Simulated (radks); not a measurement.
Problem. Method: scalar-relativistic Kohn-Sham, LDA (Slater exchange, VWN5 correlation), spin-polarised, spherical densities, finite nucleus; Fermi nuclear charge, rms radius of each element as measured or else 0.836 A^(1/3) + 0.57 fm; computed with a radial shooting solver on a logarithmic mesh with Libxc functionals. Response by self-consistent Sternheimer equations with the Hartree and adiabatic LDA kernel, the relativistic mass of each level held fixed and spin-orbit coupling left out. Rank In3+, Ag+, Sb5+, Pd, Sn4+, I7+, Cd2+, Xe8+, Te6+ (NIST ground configurations) by static dipole polarisability, largest first.

Solution. Pd 30.04, Ag+ 10.73, Cd2+ 5.672, In3+ 3.539, Sn4+ 2.428, Sb5+ 1.772, Te6+ 1.351, I7+ 1.063, Xe8+ 0.8567 bohr^3.
